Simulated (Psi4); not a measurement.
C4H3O, doublet (typed; the unrestricted solution is spin-contaminated), geometry from GFN2-xTB; CCSD(T)/cc-pVDZ (Psi4 1.11).

Here is a job for Psi4.
```
memory 2 GB

molecule mol {
0 2
  O     0.003210    0.037124    1.100777
  C    -0.004705    1.132784    0.306132
  C     0.006077   -1.038904    0.290733
  C    -0.006685    0.732466   -0.983357
  C     0.000199   -0.672687   -1.022982
  H    -0.008057    2.094604    0.774367
  H     0.012330   -2.003975    0.757835
  H     0.000727   -1.309578   -1.881567
}

set basis cc-pvdz
set reference uhf
set freeze_core true

energy('ccsd(t)')
print_variables()
```

### Question
What does Psi4 print? Leave out banner, timings and long lists.

### Answer

```
   => Loading Basis Set <=

    Name: CC-PVDZ
    Role: ORBITAL
    Keyword: BASIS

         ---------------------------------------------------------
                                   SCF
               by Justin Turney, Rob Parrish, Andy Simmonett
                          and Daniel G. A. Smith
                              UHF Reference
         ---------------------------------------------------------

  ==> Geometry <==

    Molecular point group: c1
    Full point group: C1

    Geometry (in Angstrom), charge = 0, multiplicity = 2:

       Center              X                  Y                   Z               Mass
    ------------   -----------------  -----------------  -----------------  -----------------
         O            0.003284385537     0.019080953901     1.095688137984    15.994914619570
         C           -0.004630614463     1.114740953901     0.301043137984    12.000000000000
         C            0.006151385537    -1.056947046099     0.285644137984    12.000000000000
         C           -0.006610614463     0.714422953901    -0.988445862016    12.000000000000
         C            0.000273385537    -0.690730046099    -1.028070862016    12.000000000000
         H           -0.007982614463     2.076560953901     0.769278137984     1.007825032230
         H            0.012404385537    -2.022018046099     0.752746137984     1.007825032230
         H            0.000801385537    -1.327621046099    -1.886655862016     1.007825032230

  Running in c1 symmetry.

  Rotational constants: A =      0.35838  B =      0.31328  C =      0.16716 [cm^-1]
  Rotational constants: A =  10743.83346  B =   9391.90576  C =   5011.24246 [MHz]
  Nuclear repulsion =  153.517591331205949

  Charge       = 0
  Multiplicity = 2
  Electrons    = 35
  Nalpha       = 18
  Nbeta        = 17

  ==> Algorithm <==

  SCF Algorithm Type is PK.
  DIIS enabled.
  MOM disabled.
  Fractional occupation disabled.
  Guess Type is SAD.
  Energy threshold   = 1.00e-08
  Density threshold  = 1.00e-08
  Integral threshold = 1.00e-12

  ==> Primary Basis <==

  Basis Set: CC-PVDZ
    Blend: CC-PVDZ
    Number of shells: 39
    Number of basis functions: 85
    Number of Cartesian functions: 90
    Spherical Harmonics?: true
    Max angular momentum: 2

  ==> Integral Setup <==

  Using in-core PK algorithm.
   Calculation information:
      Number of atoms:                   8
      Number of AO shells:              39
      Number of primitives:            125
[...]
  @UHF Final Energy:  -227.98859604444971
    Total Energy =                       -227.9885960444497073
[...]
      6   6   0   1        -0.0308579241
     12  11  16   1        -0.0257658364
     12  11   0  16        -0.0255557069
      6  11   3   1        -0.0248506703

    SCF energy       (wfn)                    = -227.988596044449707
    Reference energy (file100)                = -227.988596044450020

    Opposite-spin MP2 correlation energy      =   -0.472985650899020
    Same-spin MP2 correlation energy          =   -0.176943553498360
    Singles MP2 correlation energy            =   -0.000000000000000
    MP2 correlation energy                    =   -0.649929204397379
      * MP2 total energy                      = -228.638525248847401

    Opposite-spin CCSD correlation energy     =   -0.533297126183340
    Same-spin CCSD correlation energy         =   -0.161747765740016
    Singles CCSD correlation energy           =   -0.000000000000000
    CCSD correlation energy                   =   -0.695044891923356
      * CCSD total energy                     = -228.683640936373365

            **************************
            *                        *
            *        CCTRIPLES       *
            *                        *
            **************************

    Wave function   =    CCSD_T
    Reference wfn   =      UHF

    Nuclear Rep. energy (wfn)                =  153.517591331205949
    SCF energy          (wfn)                = -227.988596044449707
    Reference energy    (file100)            = -227.988596044450020
    CCSD energy         (file100)            =   -0.695044891923356
    Total CCSD energy   (file100)            = -228.683640936373365

    Number of ijk index combinations:
    Spin Case AAA:                                 286
    Spin Case BBB:                                 220
    Spin Case AAB:                                 936
    Spin Case ABB:                                 858
    AAA (T) energy                             =   -0.000907899361575
    BBB (T) energy                             =   -0.000766531808765
    AAB (T) energy                             =   -0.013738912922371
    ABB (T) energy                             =   -0.012863949773999
    (T) energy                                   =   -0.028277293866710
      * CCSD(T) total energy                     = -228.711918230240087

  Variable Map:
  ----------------------------------------------------------------------------
[...]
  Array Variable Map:
  ----------------------------------------------------------------------------
[...]
[...]
```
